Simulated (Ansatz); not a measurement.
GaH$_{6}$NSi (`[NH2][GaH][SiH3]`), relaxed with RKS PBE0-D4/def2-TZVP in Ansatz 0.2.0 from a PBE-D4/def2-SVP geometry. The force threshold is 0.005 eV/Å; the program also tests the step.

Charge 0, multiplicity 1.

Start:

```xyz
9

N    -0.746   -1.324    1.268
Ga   -0.809   -0.413   -0.317
Si    0.959    1.167   -0.734
H    -1.434   -2.023    1.557
H    -0.024   -1.196    1.981
H    -2.029   -0.791   -1.243
H     1.807    0.729   -1.904
H     1.871    1.320    0.459
H     0.405    2.531   -1.067
```

```tsv
step	energy (eV)	largest force (eV/Å)	largest move (Å)
1	-61832.6950	0.655	0.000
2	-61832.7184	0.165	0.019
3	-61832.7199	0.020	0.012
4	-61832.7200	0.016	0.017
5	-61832.7201	0.014	0.011
6	-61832.7201	0.014	0.005
7	-61832.7201	0.010	0.005
8	-61832.7202	0.003	0.010
9	-61832.7203	0.023	0.029
10	-61832.7203	0.017	0.015
11 (rejected)	-61832.7203	0.017	0.023
12	-61832.7203	0.003	0.011
13 (rejected)	-61832.7203	0.009	0.006
14	-61832.7203	0.001	0.003
```

End:

```xyz
9

N    -0.758   -1.301    1.278
Ga   -0.789   -0.438   -0.320
Si    0.960    1.156   -0.733
H    -1.436   -1.988    1.562
H    -0.060   -1.149    1.987
H    -1.969   -0.832   -1.273
H     1.753    0.780   -1.937
H     1.901    1.257    0.418
H     0.398    2.514   -0.981
```

Hardware: 2 threads of an Arm Neoverse V2 on a shared host. Wall time 48 s, peak host memory 0.35 GiB.
